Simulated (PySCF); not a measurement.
Structure problem from calculated spectra and properties.

Formula: C5H8F3PS.

| Property | Result |
| --- | --- |
| 13C NMR | chemical shifts (computed TMS as zero) by class: 134.2 (1 C), 17.1 (1 C), 15.4 (1 C), 9.1 (1 C), 3.9 (1 C) ppm [GIAO PBE0/pcSseg-1] |
| NMR, other nuclei | isotropic shieldings of nuclei other than C and H, by class: 264 (3 F), 278 (1 P), 752 (1 S) ppm [GIAO PBE0/pcSseg-1] |
| 1H NMR | chemical shifts (computed TMS as zero) by class: 1.47 (3 H), 1.40 (1 H), 1.01 (1 H), 1.00 (1 H), 0.63 (1 H), 0.52 (1 H) ppm [GIAO PBE0/pcSseg-1] |
| Rotational structure | rotational constants A, B, C: 1.161, 0.908, 0.689 GHz [GFN2-xTB] |
| Dipole | 4.69 D [PBE0/pcSseg-1] |

Gas-phase values; electronic properties from PySCF, density fitting. Levels stand in brackets. Geometry: GFN2-xTB, one conformer, isolated molecule. Each NMR value is the plain mean over a class of atoms that symmetry, rotation or inversion makes alike.

Question: Propose a structure and show how it fits.

Answer: Numbering: `[CH3:1][P@:2](=[S:3])([CH:4]1[CH2:5][CH2:6]1)[C:7]([F:8])([F:9])[F:10]`. 5 carbons fall into 5 classes; from least to most shielded: CF3 carbon [C7] (134.2 ppm), ring sp3 carbon bound to phosphorus [C4] (17.1 ppm), chain sp3 carbon bound to phosphorus [C1] (15.4 ppm), three-membered-ring carbon [C5] (9.1 ppm), three-membered-ring carbon [C6] (3.9 ppm). Hydrogen classes from least to most shielded: 3 H on an sp3 carbon bound to phosphorus, C1 (1.47 ppm, a mean of values up to 0.6 ppm apart in this geometry), 1 H on an sp3 carbon bound to phosphorus, C4 (1.40 ppm), 1 H on a three-membered-ring carbon, C6 (1.01 ppm), 1 H on a three-membered-ring carbon, C5 (1.00 ppm), 1 H on a three-membered-ring carbon, C5 (0.63 ppm), 1 H on a three-membered-ring carbon, C6 (0.52 ppm). The other shieldings belong to: 264 ppm, fluorine of a CF3 group [F8/F9/F10]; 278 ppm, phosphorus bonded to 3 C and S [P2]; 752 ppm, sulfur bonded to P [S3]. The optimised geometry has point group C1 and is an asymmetric top. Structure: `C[P@](=S)(C1CC1)C(F)(F)F`. Computed isomers that give other values at the same levels: `CCC[P@H](=S)C(F)=C(F)F` (13C chemical shifts (computed TMS as zero) by class: 169.6 (1 C), 139.1 (1 C), 34.4 (1 C), 17.9 (1 C), 15.9 (1 C) ppm); `C/C=C/[P@@](C)(=S)C(F)(F)F` (13C chemical shifts (computed TMS as zero) by class: 166.4 (1 C), 134.0 (1 C), 125.9 (1 C), 23.9 (1 C), 21.9 (1 C) ppm); `FC(F)(F)P1CCSCC1` (13C chemical shifts (computed TMS as zero) by class: 141.1 (1 C), 33.5 (2 C), 27.7 (2 C) ppm). The assignments are read from this structure; whether some other isomer fits the data as well wasn't checked. The mirror image fits equally.

Shape of the structure used: `[CH3:1][P@:2](=[S:3])([CH:4]1[CH2:5][CH2:6]1)[C:7]([F:8])([F:9])[F:10]`: C1–P2–C4–C5 -15°, C1–P2–C7–F8 55°.
